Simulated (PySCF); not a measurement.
## Computed vibrations of [Nd(H2O)3]3+

[Nd(H2O)3]3+ (singlet in the valence; each metal's 4f electrons, 3 of them, lie in its core potential, out of spins and levels). PySCF 2.14.0, RKS PBE, Nd lcecp-1-SVP with ECP49, O def2-SVP, H def2-SVP; non-relativistic Hamiltonian with scalar-relativistic core potentials where named; density fitting; no spin-orbit coupling. Central differences of gradients.

```xyz
10

Nd    0.0000    0.0000    0.0000
O     2.3443    0.0000    0.0000
H     2.9687    0.0000    0.7783
H     2.9687    0.0000   -0.7783
O    -1.1722    2.0303    0.0000
H    -1.4844    2.5710    0.7783
H    -1.4844    2.5710   -0.7783
O    -1.1722   -2.0303    0.0000
H    -1.4844   -2.5710    0.7783
H    -1.4844   -2.5710   -0.7783
```

Run from Python with OMP_NUM_THREADS=2. Where DIIS fails, smearing, a level shift and second-order steps follow.
It took 46 s on 2 threads of Arm Neoverse V1, with other jobs on the host.

Task: What are the harmonic wavenumbers and infrared intensities?

Result: Modes are labelled in D3h; negative numbers are unstable modes, those under 60 cm⁻¹ near the noise; a finer grid moves soft modes by up to 10 cm⁻¹.
```tsv
cm⁻¹	km/mol	symmetry
-218	–	a1''
-209	–	e''
-209	–	e''
-59	–	a2''
50	4.5	e'
50	4.5	e'
379	0.0	a1'
389	29.9	e'
389	29.9	e'
591	0.0	e''
591	0.0	e''
600	0.0	a2'
605	257.1	a2''
629	542.6	e'
629	542.6	e'
1621	177.6	e'
1621	177.6	e'
1624	0.0	a1'
3442	869.3	e'
3442	869.3	e'
3461	0.0	a1'
3478	0.0	e''
3478	0.0	e''
3480	1167.2	a2''
```

Task: Is this a minimum?

Result: No: 4 unstable; the lowest moves the atoms so:
```
Nd   0.00  0.00  0.00
O    0.00  0.00  0.00
H    0.00 -0.41  0.00
H    0.00  0.41  0.00
O    0.00  0.00  0.00
H    0.35  0.20  0.00
H   -0.35 -0.20  0.00
O    0.00  0.00  0.00
H   -0.35  0.20  0.00
H    0.35 -0.20  0.00
```

An lcecp potential fixes the number of 4f electrons, so in runs with it no electron can move into or out of that shell.
